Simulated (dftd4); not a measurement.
thulium atom (Tm), doublet; dftd4 with D4 for blyp.

Input for dftd4:
```
$ dftd4 mol.xyz --func blyp --charge 0 --json dftd4.json --noedisp --property

# file mol.xyz
1

Tm     0.00000000     0.00000000     0.00000000
```

Task: Predict the main parts of the log of this dftd4 run.

Result: 
```
                    ____  _____ _____     ____  _  _
      -------------|  _ \|  ___|_   _|---|  _ \| || |------------
     |             | | | | |_    | | ___ | | | | || |_           |
     |             | |_| |  _|   | ||___|| |_| |__   _|          |
     |             |____/|_|     |_|     |____/   |_|            |
     |             ===================================           |
     |            E. Caldeweyher, S. Ehlert & S. Grimme          |
     |          Mulliken Center for Theoretical Chemistry        |
     |                    University of Bonn                     |
      -----------------------------------------------------------

Rational (Becke-Johnson) damping: blyp-D4-ATM
---------------------
  s6         1.0000
  s8         2.3408
  s9         1.0000
  a1         0.4449
  a2         4.0933
 alp        16.0000
--------------------

Atomic data, radii in Ångström:
------------------------------------------------------
   Z          R(cov)      r4/r2   hardness         EN
------------------------------------------------------
  69 Tm       1.9733     4.4720     0.2942     1.2500
------------------------------------------------------

Atomic reference systems (in atomic units):
----------------------------------------------------------------------------
   Z        #      CN     q+Z       C6(AA)   #      CN     q+Z       C6(AA)
----------------------------------------------------------------------------
  69 Tm     1  0.0000 41.0000    2543.5591   2  2.4812 41.8141     191.3101
----------------------------------------------------------------------------

Atomic properties (in atomic units):
----------------------------------------------------------------------------
     #    Z              CN          q      C6(AA)        C8(AA)   alpha(0)
----------------------------------------------------------------------------
     1   69 Tm       0.0000     0.0000   2543.5591   544966.6339   164.8745
----------------------------------------------------------------------------

Molecular properties (in atomic units):
----------------------------------------
 molecular C6                2543.5591
 molecular C8              544966.6339
----------------------------------------

Dispersion energy:       0.0000000000000E+00 Eh

[Info] JSON dump of results written to 'dftd4.json'
```
